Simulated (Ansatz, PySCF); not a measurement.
arsine (AsH₃), SMILES [AsH3].

The structure is a stationary point at PBE-D3(BJ)/def2-TZVPD.

Two levels are set side by side: PBE/def2-TZVPD (Ansatz, a first-principles code) and EOM-CCSD/aug-cc-pVDZ (PySCF). PBE by ΔSCF, the other level by its IP root; same geometry, the bases differ. Differences are taken from unrounded values.

```
quantity                         EOM-CCSD    PBE  PBE minus EOM-CCSD
-------------------------------  --------  -----  ------------------
vertical ionisation energy (eV)     10.32  10.45                0.13
```

On these quantities the two levels nearly agree.
